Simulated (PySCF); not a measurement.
A homologous series of growing length: n-germane silyl/silyl. Isolated molecules, 0 K electronic values unless said otherwise. One relaxed conformer stands for each flexible species; it need not be the lowest. Strings in code marks are SMILES.

The S1–T1 gap (TDA) from two functionals at the same geometries (r2SCAN-D4/def2-SVP), both in PySCF: PBE-D3(BJ)/def2-TZVP and r2SCAN-D4/def2-TZVP. Excitations are Tamm–Dancoff values on a coarser integration grid. The basis has no diffuse functions, so Rydberg states are missing or too high.

| species | PBE-D3(BJ)/def2-TZVP (eV) |
|---|---|
| n = 2 (`[SiH3][GeH2][GeH2][SiH3]` (Si–Ge–Ge–Si torsion 178°)) | 0.99 |
| n = 3 (`[GeH2]([SiH3])[GeH2][GeH2][SiH3]` (Si–Ge–Ge–Ge torsion 175°, Ge–Ge–Ge–Si torsion 178°)) | 0.93 |
| n = 4 (`[SiH3][GeH2][GeH2][GeH2][GeH2][SiH3]`) | 0.85 |
| n = 5 (`[SiH3][GeH2][GeH2][GeH2][GeH2][GeH2][SiH3]`) | 0.76 |
| n = 6 (`[GeH2]([GeH2][GeH2][SiH3])[GeH2][GeH2][GeH2][SiH3]`) | 0.68 |
| n = 7 (`[SiH3][GeH2][GeH2][GeH2][GeH2][GeH2][GeH2][GeH2][SiH3]`) | 0.61 |

Q: What does r2SCAN-D4/def2-TZVP give for each?

A: 
- n = 2 (`[SiH3][GeH2][GeH2][SiH3]` (Si–Ge–Ge–Si torsion 178°)): 1.22
- n = 3 (`[GeH2]([SiH3])[GeH2][GeH2][SiH3]` (Si–Ge–Ge–Ge torsion 175°, Ge–Ge–Ge–Si torsion 178°)): 1.12
- n = 4 (`[SiH3][GeH2][GeH2][GeH2][GeH2][SiH3]`): 1.01
- n = 5 (`[SiH3][GeH2][GeH2][GeH2][GeH2][GeH2][SiH3]`): 0.91
- n = 6 (`[GeH2]([GeH2][GeH2][SiH3])[GeH2][GeH2][GeH2][SiH3]`): 0.81
- n = 7 (`[SiH3][GeH2][GeH2][GeH2][GeH2][GeH2][GeH2][GeH2][SiH3]`): 0.73
Over these rows, drawn at random from the members with no instability flagged (it was tested for open shells, ions and some series alone), PBE minus r2SCAN-D4: mean -0.17 eV, from -0.24 eV to -0.12 eV.
